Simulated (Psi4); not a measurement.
A dimer, CH4 ··· H4N+ (SMILES C and [NH4+]) (charge +1); the first 5 atoms form monomer A.

```
10

C      0.0000     0.0000     0.0000
H     -0.4577    -0.1384     0.9786
H      0.4020     1.0096    -0.0732
H     -0.7496    -0.1495    -0.7759
H      0.8054    -0.7217    -0.1295
N     -1.7166    -4.3035     0.3008
H     -1.3388    -3.3530     0.2335
H     -1.2606    -4.7984     1.0740
H     -1.5408    -4.8040    -0.5763
H     -2.7262    -4.2585     0.4720
```

Q: What interaction energy does SAPT0/jun-cc-pVDZ, frozen core (Psi4) give, and which attractive term is the largest?

A: Total -1.04 kcal/mol: electrostatics -0.26, exchange 0.02, induction -0.70, dispersion -0.11. The most attractive term is induction.
